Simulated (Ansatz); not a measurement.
```yaml
crystal:
  periodic: [true, true, true]
  atoms:
    - {symbol: C, position_ang: [-0.342591, 1.864472, 0.294540]}
    - {symbol: Si, position_ang: [0.544177, 0.390082, 0.990552]}
    - {symbol: O, position_ang: [0.771045, -0.752965, -0.177771]}
    - {symbol: Si, position_ang: [0.067303, -1.933152, -1.027952]}
    - {symbol: Cl, position_ang: [-1.781457, -1.325514, -1.696616]}
    - {symbol: H, position_ang: [-1.330478, 1.583407, -0.077223]}
    - {symbol: H, position_ang: [-0.470987, 2.628040, 1.066743]}
    - {symbol: H, position_ang: [0.221783, 2.305875, -0.530163]}
    - {symbol: H, position_ang: [-0.235528, -0.214161, 2.104994]}
    - {symbol: H, position_ang: [1.893592, 0.758793, 1.487412]}
    - {symbol: H, position_ang: [0.895808, -2.230617, -2.213340]}
    - {symbol: H, position_ang: [-0.155866, -3.129562, -0.187177]}
basis:
  gaussian: {orbitals: def2-SVPD}
hamiltonian: {xc: {name: r2SCANh}, pseudopotentials: {relativity: scalar}}
```

```sh
$ ansatz run in.yaml --threads 4 --pin off --events-out ev --progress --plain --max-ram 10444MiB
```

(1) How does Ansatz answer? (Best estimate.)

Results:

(1) The calculation gave: The program refused the input.
```
Error: YAML parse error: error: line 2 column 3: crystal: missing field `lattice` (a structure is typed as `lattice` and `atoms`, a molecule's as `atoms` in Å alone, or read from a run's directory, `checkpoint`)
 --> <input>:2:3
1 | crystal:
2 |   periodic: [true, true, true]
3 |   atoms:
4 |     - {symbol: C, position_ang: [-0.342591, 1.864472, 0.294540]}
```
